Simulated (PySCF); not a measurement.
C₆ coefficients of unlike pairs at MN15

Calculated with PySCF 2.14 from the dipole response of each species, C₆(A,B) = (3/π) ∫ α_A(iu) α_B(iu) du, in atomic units, from isotropic polarisabilities. For ions this is the dispersion term alone; charge-induced terms of lower order in 1/R come first.

```csv
species,configuration,basis,relativity,α (bohr³),C₆ (like pair)
Ne⁺,[He] 2s2 2p5 (2P),dyall-acv3z (15s9p4d2f),none,1.314,2.285
As,[Ar] 3d10 4s2 4p3 (4S),aug-cc-pVQZ-DK (8s7p5d3f2g),spin-free X2C,31.10,256.1
S⁺,[Ne] 3s2 3p3 (4S),aug-cc-pV(5+d)Z (8s7p6d4f3g2h),none,10.93,52.06
Ge,[Ar] 3d10 4s2 4p2 (3P),aug-cc-pVTZ-PP with ECP10MDF (6s5p4d2f),core potential,44.55,382.9
```

(1) Estimate C₆ for As with Ne⁺.

No spin-orbit coupling is included.

The other pairs:

| pair | C₆ |
| --- | --- |
| Ge, As | 310.1 |
| Ge, S⁺ | 132.6 |
| Ge, Ne⁺ | 20.86 |
| S⁺, As | 112.8 |
| S⁺, Ne⁺ | 9.489 |

## Answers

(1) The integral gives 18.78. The combination rule 2 C_A C_B / (C_A α_B/α_A + C_B α_A/α_B) gives 18.03 and the geometric mean 24.19.
